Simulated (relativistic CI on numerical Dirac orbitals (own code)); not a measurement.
**Sensitivity of the levels of C5+ to α**

Method of calculation: Dirac equation for one electron (own radial code, finite nucleus).

CI space: 1s, 2s, 2p. Levels of other configurations are missing.

With x = (α/α₀)² − 1 an excitation energy changes as ω = ω₀ + qx; K = 2q/ω₀ is the relative enhancement. Terms are leading LS components, so labels can repeat.

Lowest level 1s 2S_1/2.

| Level | ω₀ (cm⁻¹) | q (cm⁻¹) |
| --- | --- | --- |
| 2p 2P°_1/2 | 2964074 | 1304 |
| 2s 2S_1/2 | 2964074 | 1304 |
| 2p 2P°_3/2 | 2964548 | 1779 |

Q: Which transition from the lowest level has the largest |K|?

A: 2p 2P°_3/2 at 2964548 cm⁻¹, K = 0.0012.
